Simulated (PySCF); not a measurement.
CH2F, SMILES F[CH2] (connectivity only; charge and spin as stated), charge +1, multiplicity 1. Heavy atoms are numbered as in [CH2:1][F:2]. Hydrogens are named by the atom that carries them.

Coordinates come from a B3LYP-D3(BJ)/def2-TZVPD optimisation. The multiplicity is an assumed one; other spin states were not compared. The isomer is the one that the SMILES or the coordinates give; other isomers of the formula were not compared.

Computed with B3LYP/pcSseg-2 in PySCF.

GIAO shieldings, no solvent; atoms alike by connectivity are averaged. δ = σ(ref) − σ: ¹³C against TMS (σ = 181.3 ppm); ¹⁹F against CFCl3 (σ = 159.6 ppm); ¹H against TMS (σ = 31.68 ppm), references at their B3LYP-D3(BJ)/def2-TZVP geometries, non-relativistic.

```csv
atoms,nucleus,count,δ (ppm)
C1 (CH2),¹³C,1,296.9
F2,¹⁹F,1,…
H on C1,¹H,2,10.63
```

Complete the blanks. (Estimate from the structure and the level; the computed values follow.)


- F2, δ (ppm): 351.8
